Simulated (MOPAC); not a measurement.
Job for MOPAC: PM7 on C3H5NO (SMILES COCC#N).

```
PM7 1SCF PRECISE CHARGE=0 THREADS=1
C3H5NO

C     -1.49150501 1     0.06983703 1     0.24659280 1
O     -0.23044318 1     0.68829200 1     0.06063124 1
C      0.75343466 1    -0.23107334 1    -0.34374327 1
C      2.02749492 1     0.46545519 1    -0.51791393 1
N      3.04309848 1     0.98157147 1    -0.66395656 1
H     -1.44577598 1    -0.70093916 1     1.02528940 1
H     -2.18172318 1     0.85139798 1     0.55507169 1
H     -1.85238912 1    -0.38559041 1    -0.68340604 1
H      0.48696391 1    -0.71232725 1    -1.29519910 1
H      0.89084448 1    -1.02662350 1     0.40196646 1
```

It printed:

```
*******************************************************************************
 **                                                                           **
 **                              MOPAC v23.2.5                                **
 **                                                                           **
 *******************************************************************************
 ** MOPAC's Digital Object Identifier: https://doi.org/10.5281/zenodo.6511958 **
 **                                                                           **
 ** Please cite the open-source release paper for use of this MOPAC version:  **
 ** J. E. Moussa and J. J. P. Stewart (2026)                                  **
 ** MOPAC: An open-source semiempirical molecular orbital program             **
 ** J. Open Source Softw., 11(119), 8025, https://doi.org/10.21105/joss.08025 **
 *******************************************************************************

                              PM7 CALCULATION RESULTS

 *******************************************************************************
 *  PM7        - The PM7 Hamiltonian to be used
 *
 *
 *
 *                 CHARGE ON SYSTEM = 0
 *
 *
 *
 *  PRECISE    - TIGHTER CRITERIA TO BE USED
 *  1SCF       - DO 1 SCF AND THEN STOP
 *  THREADS=1  - MULTI-THREADING NOT USED
 *  T=         - A TIME OF 172800.0 SECONDS REQUESTED
 *  DUMP=N     - RESTART FILE WRITTEN EVERY 7200.0 SECONDS REQUESTED
 *******************************************************************************
PM7 1SCF PRECISE CHARGE=0 THREADS=1
 C3H5NO

   ATOM   CHEMICAL          X               Y               Z
  NUMBER   SYMBOL      (ANGSTROMS)     (ANGSTROMS)     (ANGSTROMS)

     1       C         -1.49150501  *   0.06983703  *   0.24659280  *
     2       O         -0.23044318  *   0.68829200  *   0.06063124  *
     3       C          0.75343466  *  -0.23107334  *  -0.34374327  *
     4       C          2.02749492  *   0.46545519  *  -0.51791393  *
     5       N          3.04309848  *   0.98157147  *  -0.66395656  *
     6       H         -1.44577598  *  -0.70093916  *   1.02528940  *
     7       H         -2.18172318  *   0.85139798  *   0.55507169  *
     8       H         -1.85238912  *  -0.38559041  *  -0.68340604  *
     9       H          0.48696391  *  -0.71232725  *  -1.29519910  *
    10       H          0.89084448  *  -1.02662350  *   0.40196646  *



          CARTESIAN COORDINATES

    NO.       ATOM           X           Y           Z

     1         C         -1.4915      0.0698      0.2466
     2         O         -0.2304      0.6883      0.0606
     3         C          0.7534     -0.2311     -0.3437
     4         C          2.0275      0.4655     -0.5179
     5         N          3.0431      0.9816     -0.6640
     6         H         -1.4458     -0.7009      1.0253
     7         H         -2.1817      0.8514      0.5551
     8         H         -1.8524     -0.3856     -0.6834
     9         H          0.4870     -0.7123     -1.2952
    10         H          0.8908     -1.0266      0.4020

 General Reference for PM7:
 "Optimization of Parameters for Semiempirical Methods VI: More Modifications to the
 NDDO Approximations and Re-optimization of Parameters", J. J. P. Stewart, J. Mol. Mod., 1:32, 19 (2013)
 https://link.springer.com/article/10.1007/s00894-012-1667-x

           Empirical Formula: C3 H5 N O  =    10 atoms



      MOLECULAR POINT GROUP   :   Cs


      RHF CALCULATION, NO. OF DOUBLY OCCUPIED LEVELS = 14


 -------------------------------------------------------------------------------
 PM7 1SCF PRECISE CHARGE=0 THREADS=1
 C3H5NO



     1SCF WAS SPECIFIED, SO BFGS WAS NOT USED
     SCF FIELD WAS ACHIEVED


                              PM7 CALCULATION
                                                       MOPAC v23.2.5 Linux




          FINAL HEAT OF FORMATION =         -8.31994 KCAL/MOL =     -34.81062 KJ/MOL


          COSMO AREA              =        114.08 SQUARE ANGSTROMS
          COSMO VOLUME            =         96.42 CUBIC ANGSTROMS

          IONIZATION POTENTIAL    =         10.688524 EV
          HOMO LUMO ENERGIES (EV) =        -10.689  0.654
          NO. OF FILLED LEVELS    =         14
          MOLECULAR WEIGHT        =         71.0786         POINT GROUP:  Cs

          MOLECULAR DIMENSIONS (Angstroms)

            Atom       Atom       Distance
            H     7    N     5     5.36672
            N     5    H     9     2.02667
            H    10    H     8     1.76952


          SCF CALCULATIONS        =          1





   ATOM   CHEMICAL          X               Y               Z
  NUMBER   SYMBOL      (ANGSTROMS)     (ANGSTROMS)     (ANGSTROMS)

     1       C         -1.49150501  *   0.06983703  *   0.24659280  *
     2       O         -0.23044318  *   0.68829200  *   0.06063124  *
     3       C          0.75343466  *  -0.23107334  *  -0.34374327  *
     4       C          2.02749492  *   0.46545519  *  -0.51791393  *
     5       N          3.04309848  *   0.98157147  *  -0.66395656  *
     6       H         -1.44577598  *  -0.70093916  *   1.02528940  *
     7       H         -2.18172318  *   0.85139798  *   0.55507169  *
     8       H         -1.85238912  *  -0.38559041  *  -0.68340604  *
     9       H          0.48696391  *  -0.71232725  *  -1.29519910  *
    10       H          0.89084448  *  -1.02662350  *   0.40196646  *

                             CARTESIAN COORDINATES

   1    C       -1.491505010     0.069837030     0.246592800
   2    O       -0.230443180     0.688292000     0.060631240
   3    C        0.753434660    -0.231073340    -0.343743270
   4    C        2.027494920     0.465455190    -0.517913930
   5    N        3.043098480     0.981571470    -0.663956560
   6    H       -1.445775980    -0.700939160     1.025289400
   7    H       -2.181723180     0.851397980     0.555071690
   8    H       -1.852389120    -0.385590410    -0.683406040
   9    H        0.486963910    -0.712327250    -1.295199100
  10    H        0.890844480    -1.026623500     0.401966460


           Empirical Formula: C3 H5 N O  =    10 atoms



      MOLECULAR POINT GROUP   :   Cs


                  EIGENVALUES
 -35.18874 -30.67620 -26.53144 -24.47673 -18.54415 -17.53673 -17.16894 -14.96700
 -14.84906 -13.84535 -13.19067 -13.05018 -12.71538 -10.68852   0.65376   1.17648
   2.04171   2.66526   4.08552   4.52045   4.78307   4.97579   5.11206   5.68714
   5.80538


              NET ATOMIC CHARGES AND DIPOLE CONTRIBUTIONS

  ATOM NO.   TYPE          CHARGE      No. of ELECS.   s-Pop       p-Pop
    1          C          -0.207705        4.2077     1.07895     3.12875
    2          O          -0.328137        6.3281     1.88170     4.44644
    3          C          -0.037524        4.0375     1.06277     2.97475
    4          C           0.091242        3.9088     1.12089     2.78787
    5          N          -0.223030        5.2230     1.82705     3.39598
    6          H           0.126208        0.8738     0.87379
    7          H           0.156119        0.8439     0.84388
    8          H           0.126200        0.8738     0.87380
    9          H           0.148316        0.8517     0.85168
   10          H           0.148313        0.8517     0.85169
 DIPOLE           X         Y         Z       TOTAL
 POINT-CHG.    -3.310    -3.219     0.192     4.621
 HYBRID        -0.301    -0.003     0.071     0.309
 SUM           -3.611    -3.223     0.263     4.847


          ATOMIC ORBITAL ELECTRON POPULATIONS

     Atom    s        px        py        pz
    1  C   1.07895   0.87919   1.11200   1.13757
    2  O   1.88170   1.23059   1.31008   1.90576
    3  C   1.06277   0.87357   0.97658   1.12460
    4  C   1.12089   0.92668   0.93637   0.92482
    5  N   1.82705   1.20158   1.09436   1.10004
    6  H   0.87379
    7  H   0.84388
    8  H   0.87380
    9  H   0.85168
   10  H   0.85169

 **********************
 *                    *
 * JOB ENDED NORMALLY *
 *                    *
 **********************




 == MOPAC DONE ==
```

The run finished.

Cost: around 0.020 core-seconds (rough).
